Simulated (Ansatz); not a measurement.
Computed with Ansatz on PBE0-D4/def2-TZVP structures; ΔE is electronic, products minus reactants. CCSD(T)/CBS adds triple-zeta CCSD(T) − MP2 to the extrapolated MP2 energy (def2 sets, frozen cores). This one scheme is used for every species. Functionals use def2-TZVPP. One conformer a species, not always the lowest.

Consider the substitution at a C–B bond: `BCN=C` + H–F → `C=NCF` + BH₃.

| level | ΔE (kcal/mol) |
| --- | --- |
| BLYP-D4 | 14.2 |
| CAM-B3LYP-D4 | 13.6 |
| ωB97M-V | 15.0 |
| r2SCAN0 | 15.4 |
| CCSD(T)/def2-SVP | 12.1 |
| HF/def2-QZVPP | 9.7 |
| SCS-MP2/def2-QZVPP | 16.4 |
| CCSD/CBS(def2) | 16.7 |

Task: What does CCSD(T)/CBS give? (An estimate is asked.)

Result: Ansatz gave: +17.2 kcal/mol. The listed levels differ from it by -3.0, -3.6, -2.2, -1.8, -5.1, -7.5, -0.8, -0.5 kcal/mol.

Largest T1 diagnostic among the species: 0.012.

Leaving LDA and LC-ωPBE aside and taking each functional with its dispersion term where it has one, the values, not all of them listed here, spread over 3.2 kcal/mol, from ωB97X-V to PBE-QIDH. LDA lies +1.9 kcal/mol from PBE without D4. The D4 term adds +1.1 kcal/mol with B3LYP and +0.6 kcal/mol with PBE0; it sums over pairs of atoms, weighted by their polarisabilities, and B3LYP, whose exchange is more repulsive, gets the larger term. At CCSD(T), def2-SVP lies −5.1 kcal/mol from the extrapolated value and def2-TZVPP −1.4 kcal/mol.

B3LYP here is the variant with VWN-RPA as its local correlation; programs differ in this.
